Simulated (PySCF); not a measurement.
**Magnetisability: `InChI=1S/C3H7BFP/c5-3-1-2(3)4-6/h2-4H,1,6H2/t2-,3-/m1/s1`**

Molfile (atoms numbered from 1):
```
C3H7BFP
     RDKit          3D

 13 13  0  0  0  0  0  0  0  0999 V2000
   -1.5538    2.0971   -0.6074 F   0  0  0  0  0  0  0  0  0  0  0  0
   -0.6817    1.0515   -0.6145 C   0  0  2  0  0  0  0  0  0  0  0  0
   -1.2213   -0.3106   -0.7878 C   0  0  0  0  0  0  0  0  0  0  0  0
   -0.7056    0.1237    0.5829 C   0  0  1  0  0  0  0  0  0  0  0  0
    0.5953   -0.4705    1.1717 B   0  0  0  0  0  0  0  0  0  0  0  0
    1.9392   -1.1772    0.0790 P   0  0  0  0  0  0  0  0  0  0  0  0
    0.2569    1.3587   -1.0609 H   0  0  0  0  0  0  0  0  0  0  0  0
   -2.2886   -0.4196   -0.9033 H   0  0  0  0  0  0  0  0  0  0  0  0
   -0.6312   -1.0255   -1.3435 H   0  0  0  0  0  0  0  0  0  0  0  0
   -1.4997    0.3791    1.2774 H   0  0  0  0  0  0  0  0  0  0  0  0
    0.6934   -0.6225    2.3296 H   0  0  0  0  0  0  0  0  0  0  0  0
    3.0573   -0.7629    0.7724 H   0  0  0  0  0  0  0  0  0  0  0  0
    2.0354   -0.2207   -0.9134 H   0  0  0  0  0  0  0  0  0  0  0  0
  1  2  1  0
  2  3  1  0
  3  4  1  0
  4  5  1  0
  5  6  1  0
  4  2  1  0
  2  7  1  6
  3  8  1  0
  3  9  1  0
  4 10  1  1
  5 11  1  0
  6 12  1  0
  6 13  1  0
M  END
```

The calculation used PySCF 2.14.0, GIAO BHandHLYP/pcSseg-1 magnetisability, rotational g tensor and spin-rotation constants, non-relativistic, gas phase. Geometry: GFN2-xTB.

(1) How diamagnetic is it, and how anisotropic?

(2) Split it along the inertial axes a, b, c into diamagnetic and paramagnetic parts about the centre of mass, with the quadrupole moment.

(3) And the rotational g tensor?

Results:

(1) Isotropic -1135 × 10⁻³⁰ J/T², or -68.3 × 10⁻⁶ cm³/mol; principal values -1234, -1193, -977 × 10⁻³⁰ J/T², anisotropy 239 × 10⁻³⁰ J/T² (root of half the summed squared differences of the principal values). The susceptibility is in cgs units.

(2) 
| axis | χ (10⁻⁶ cm³/mol) | diamagnetic (10⁻⁶ cm³/mol) | paramagnetic (10⁻⁶ cm³/mol) | summed x² of all electrons (Å²) | quadrupole Θ (D Å) |
| --- | --- | --- | --- | --- | --- |
| a | -72.3 | -273.1 | 200.8 | 184.2 | -8.16 |
| b | -61.9 | -911.4 | 849.6 | 33.8 | +4.23 |
| c | -70.8 | -925.0 | 854.1 | 30.6 | +3.93 |

Anisotropies 2χaa − χbb − χcc = -11.9 and 2χbb − χaa − χcc = +19.3 × 10⁻⁶ cm³/mol. Θ is traceless in Buckingham's convention.

(3) 
```tsv
axis	rotational constant (GHz)	g	nuclear part	electronic part
a	6.8889	-0.0169	0.6329	-0.6498
b	1.3449	-0.0145	0.5223	-0.5367
c	1.3275	-0.0086	0.5241	-0.5327
```
Asymmetric top; isotopes 11B, 12C, 19F, 1H, 31P; no vibrational averaging.
